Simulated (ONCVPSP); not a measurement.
# Cutoff test, iodine (I), ONCV

- Element: I (Z = 53)
- Generator: ONCVPSP 4.0.1
- Type: optimised norm-conserving Vanderbilt (ONCV)
- Functional: PBE
- Relativity: fully relativistic
- Frozen core: [Ar] 3d10 4s2
- Valence charge: 23
- Reference configuration: 4p6 4d10 5s2 5p4.75 (charge +0.25)
- Partial waves: 5s: rc 1.75 bohr, ncon 4, nbas 8, qcut 3.2 1/bohr, 2 projectors, debl 1.7 Ha; 4p+5p: rc 1.40 bohr, ncon 4, nbas 9, qcut 12.1 1/bohr, 3 projectors, debl 3.6 Ha; 4d: rc 0.95 bohr, ncon 4, nbas 8, qcut 11.2 1/bohr, 2 projectors, debl 1.3 Ha
- Local potential: polynomial inside 0.90 bohr (lpopt 4, dvloc0 2 Ha)
- Core correction: Teter function, fcfact 5.25, rcfact 1.7

Open shells are filled in proportion to 2j + 1.

In the d channel the program set the typed energies aside and used -1.903, 0.250 Ha (j = l + 1/2; the other j can differ).

Task: For each optimised wave give the share of its norm inside rc, the residual kinetic energy above qcut (Ha) and the cutoffs (Ha) for errors of 10, 1, 0.1 and 0.01 mHa per electron.

Result:

```json
{"wave": "5s", "norm inside rc": "0.410", "residual KE": "1.8e-02", "10 mHa": "6.0", "1 mHa": "40.8", "0.1 mHa": "55.2", "0.01 mHa": "64.0"}
{"wave": "s projector 2", "norm inside rc": "0.179", "residual KE": "5.4e-02", "10 mHa": "7.9", "1 mHa": "38.4", "0.1 mHa": "74.7", "0.01 mHa": "91.0"}
{"wave": "4p j=3/2", "norm inside rc": "0.969", "residual KE": "6.1e-09", "10 mHa": "23.3", "1 mHa": "28.6", "0.1 mHa": "33.2", "0.01 mHa": "47.6"}
{"wave": "5p j=3/2", "norm inside rc": "0.082", "residual KE": "1.0e-08", "10 mHa": "18.9", "1 mHa": "24.5", "0.1 mHa": "40.1", "0.01 mHa": "53.3"}
{"wave": "p projector 3 j=3/2", "norm inside rc": "0.077", "residual KE": "8.1e-08", "10 mHa": "20.5", "1 mHa": "26.6", "0.1 mHa": "49.4", "0.01 mHa": "59.5"}
{"wave": "4p j=1/2", "norm inside rc": "0.976", "residual KE": "4.9e-09", "10 mHa": "26.0", "1 mHa": "32.6", "0.1 mHa": "38.1", "0.01 mHa": "42.6"}
{"wave": "5p j=1/2", "norm inside rc": "0.099", "residual KE": "1.0e-08", "10 mHa": "20.8", "1 mHa": "26.8", "0.1 mHa": "32.1", "0.01 mHa": "51.4"}
{"wave": "p projector 3 j=1/2", "norm inside rc": "0.082", "residual KE": "8.2e-08", "10 mHa": "22.1", "1 mHa": "28.0", "0.1 mHa": "46.6", "0.01 mHa": "58.7"}
{"wave": "4d j=5/2", "norm inside rc": "0.581", "residual KE": "1.7e-04", "10 mHa": "44.6", "1 mHa": "55.1", "0.1 mHa": "65.7", "0.01 mHa": "221.1"}
{"wave": "d projector 2 j=5/2", "norm inside rc": "0.036", "residual KE": "3.4e-05", "10 mHa": "33.4", "1 mHa": "46.4", "0.1 mHa": "57.7", "0.01 mHa": "68.8"}
{"wave": "4d j=3/2", "norm inside rc": "0.594", "residual KE": "2.2e-04", "10 mHa": "45.4", "1 mHa": "55.9", "0.1 mHa": "71.5", "0.01 mHa": "231.7"}
{"wave": "d projector 2 j=3/2", "norm inside rc": "0.036", "residual KE": "4.0e-05", "10 mHa": "34.1", "1 mHa": "47.3", "0.1 mHa": "58.5", "0.01 mHa": "69.8"}
```

The occupied waves need 56 Ha and 72 Ha for 1 and 0.1 mHa. Note: ghosts flagged at negative energy: s at -108.6 eV; no localised positive-energy state flagged. A true bound ghost makes a file unfit for plane-wave use.
